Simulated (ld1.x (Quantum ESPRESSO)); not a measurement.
**rhodium: one change to a TM potential, before and after**

* Element: rhodium
* Generator: ld1.x (Quantum ESPRESSO) 7.5
* Type: norm-conserving Troullier–Martins (Kleinman–Bylander form)
* Functional: PBEsol
* Relativity: scalar-relativistic
* Frozen core: [Kr]
* Valence charge: 9
* Reference configuration: 4d8 5s0.5 5p0 (charge +0.5)
* Partial waves: 5s (bound): rc 2.30 bohr; 4d (bound): rc 1.85 bohr; 5p (bound, empty): rc 3.55 bohr
* Local potential: the p channel
* Core correction: Bessel-smoothed model core inside 1.10 bohr

Change: wave 4d (bound): rc 1.85 bohr becomes 4d (bound): rc 2.42 bohr.

Cutoffs: the cutoffs (Ry, on a coarse ladder) from which the occupation-weighted sum of valence levels, in a spherical-Bessel basis at the reference potential, stays within 10 and 1 mRy of its value at 400 Ry; they do not see the model core or the augmentation charge, which bear on the density cutoff. Errors are all-electron minus pseudo energies relative to the spin-unpolarised reference configuration.

**Question.** What does the change do?

**Answer.** The potential gets softer (50 Ry and 70 Ry → 40 Ry and 55 Ry); of the 7 tests that both files solve, the error grows in 0 and shrinks in 4 by more than 15 % and 0.3 meV (median size 23.9 → 22.1 meV); neither file shows a bound ghost. A larger radius leaves more room for a smooth pseudo-wave, so fewer plane waves are needed. That the errors move this way runs against the usual rule that smaller radii transfer better.

```csv
quantity,base,changed
"cutoff, loose",50 Ry,40 Ry
"cutoff, tight",70 Ry,55 Ry
loose cutoff by channel (10 mRy a level),"s 6 Ry, d 45 Ry","s 6 Ry, d 35 Ry"
bound ghosts,none,none
"error for 4d8 5s1 5p0, meV [ΔE -2.93 eV]",-1.6,-0.7
"error for 4d8 5s0 5p0, meV [ΔE 4.53 eV]",-5.3,-4.3
"error for 4d7 5s0 5p0, meV [ΔE 24.04 eV]",-209,-195
"error for 4d8.5 5s0.5 5p0, meV [ΔE -3.56 eV]",-24,-22
"error for 4d8 5s0 5p1, meV [ΔE 0.74 eV]",-0.5,-0.4
"error for 4d7 5s1 5p0, meV [ΔE 8.21 eV]",-144,-113
"error for 4d5 5s0 5p0, meV [ΔE 103.46 eV]",-2415,-1940
s: phases at 3.86 bohr within 0.05 rad from the reference energy up to (Ry; the scan ends near 5),0.4,0.4
p: phases at 3.86 bohr within 0.05 rad from the reference energy up to (Ry; the scan ends near 5),1.3,1.3
d: phases at 3.86 bohr within 0.05 rad from the reference energy up to (Ry; the scan ends near 5),0.1,0.1
```
